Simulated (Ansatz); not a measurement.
Basis-set extrapolation for `C1C[SiH2]CO1` (PBE0-D4/def2-TZVP geometry, frozen core, Ansatz 0.2.0). Multiplicity 1, RHF reference.

|  | def2-TZVPP | def2-QZVPP |
| --- | --- | --- |
| HF | -482.122921 | -482.140885 |
| MP2 correlation | -0.871729 | -0.932118 |
| CCSD(T) correlation | -0.956247 | not run |

Energies in hartree. Use E(X) = E(∞) + A·exp(−7.88·√X) for Hartree–Fock and E(X) = E(∞) + B·X^(−2.97) for correlation, with X = 3 and 4, and add CCSD(T) minus MP2 of the smaller set to the MP2 limit.

Question: What is the CCSD(T) energy at the basis-set limit?

Answer: HF limit: -482.140885 + (-0.017964) × 0.13774 = -482.14336. MP2 limit: -0.932118 + (-0.060389) × 0.74074 = -0.97685. Higher-order term: -0.956247 − (-0.871729) = -0.08452. Total: -483.20473 hartree, 78.8 kcal/mol below CCSD(T)/def2-TZVPP.
